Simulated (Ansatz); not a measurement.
CH$_{3}$AsO$_{2}$S (`O[As]1OCS1`). Charge 0, multiplicity 1. All single points use the PBE0-D4/def2-TZVP geometry. It is one conformer, not always the lowest.

```xyz
8

O    -0.332   -0.604   -1.935
As    0.963   -0.681   -0.710
O     0.697    0.899    0.109
C    -0.176    0.548    1.157
S    -0.252   -1.290    1.070
H     0.046   -0.715   -2.814
H    -1.171    0.973    1.002
H     0.225    0.869    2.121
```

Question: What is the dipole moment at PBE/def2-TZVPP? (Best estimate.)

Answer: Computed: 1.28 D, with components (0.85, -0.08, -0.95) D in this frame, pointing from negative to positive charge.

Question: And with r2SCAN, B3LYP, ωB97M-V? (Estimate.)

Answer: Computed: r2SCAN 1.28 D, B3LYP 1.35 D, ωB97M-V 1.38 D.

Question: Give the Mulliken charges with PBE, r2SCAN, ωB97M-V in def2-TZVPP. (Best estimate.)

Answer: Ansatz gave: 
| atom | PBE | r2SCAN | ωB97M-V |
| --- | --- | --- | --- |
| O1 | -0.34 | -0.39 | -0.37 |
| As2 | 0.52 | 0.59 | 0.58 |
| O3 | -0.34 | -0.41 | -0.40 |
| C4 | 0.03 | 0.15 | -0.03 |
| S5 | -0.25 | -0.28 | -0.21 |
| H6 | 0.17 | 0.19 | 0.16 |
| H7 | 0.11 | 0.07 | 0.13 |
| H8 | 0.11 | 0.07 | 0.13 |

B3LYP here is the variant with VWN-RPA as its local correlation; programs differ in this.
